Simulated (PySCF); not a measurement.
# Spin states of CdO

Unrestricted PBE0; PySCF, scalar-relativistic core potentials, basis sets Cd cc-pVDZ-PP with ECP28, O cc-pVDZ. Outer shells of the fragments: Cd 4d10 5s2; O 2s2 2p4.

Followed along the bond (rough minima from three points):

```
2Ms+1  unpaired  ⟨S²⟩ at the start  R at minimum (Å)  Te (eV)
    3  σ ↑, π ↑               2.01              2.10     0.00
    1  σ ↓, π ↑               1.01              2.06     0.20
    1      none               0.00              1.89     0.54
    3      σ ↑↑               2.00              2.00     1.65
```

Solutions found at the starting distance of 2.000 Å, counted from the lowest of them; the search is not exhaustive and high or unbound solutions are not listed, so other states can lie among these:

```
2Ms+1  unpaired   term  E (eV)  ⟨S²⟩  ⟨Lz²⟩  μ (D)
    3  σ ↑, π ↑     ³Π    0.00  2.01   1.01  -2.09
    1  σ ↓, π ↑  mixed    0.19  1.01   1.01  -2.35
    1      none    ¹Σ⁺    0.63  0.00   0.00  -5.29
    3      σ ↑↑    ³Σ⁺    1.61  2.00   0.00  -3.31
    3      π ↑↑    ³Σ⁻    2.50  2.01   0.00   2.87
    1      π ↑↓  mixed    3.24  1.00   2.01   2.79
```

A term symbol is given only where ⟨S²⟩ and ⟨Lz²⟩ are close to those of a pure state; real π, δ and φ orbitals otherwise mix terms. A positive dipole means Cd(−)O(+).

Spin–orbit coupling is left out. Counting both spins, an empty level lies below a filled one in some of these solutions, because spin and occupation are held.
